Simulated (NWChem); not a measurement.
# PbNH$_{2}$F, singlet; SMILES [NH2][Pb][F]

```xyz
5

Pb     0.2720     0.0231     0.0000
F     -0.9798    -1.6216     0.0000
N     -1.3942     1.3389     0.0000
H     -2.3433     0.9733     0.0000
H     -1.3863     2.3544     0.0000
```
Atoms are numbered in this order, from 1.

All runs: NWChem. Low-valent species are run as closed-shell singlets; no triplet was tried in these runs. Geometry: optimised at PBE0/def2-SVP. def2 effective core potentials on Pb; no spin-orbit coupling. Ions are spin-unrestricted doublets at the neutral geometry; other ion states weren't tried.

```csv
level,"vertical ionisation energy, ΔSCF (eV)",−ε(HOMO) (eV),ΔSCF minus −ε(HOMO) (eV)
B3LYP/def2-SVP,9.05,6.62,2.43
PBE/def2-SVP,9.01,5.56,3.45
r2SCAN/def2-SVP,8.95,5.86,3.09
Hartree-Fock/def2-SVP,7.54,10.22,-2.68
```
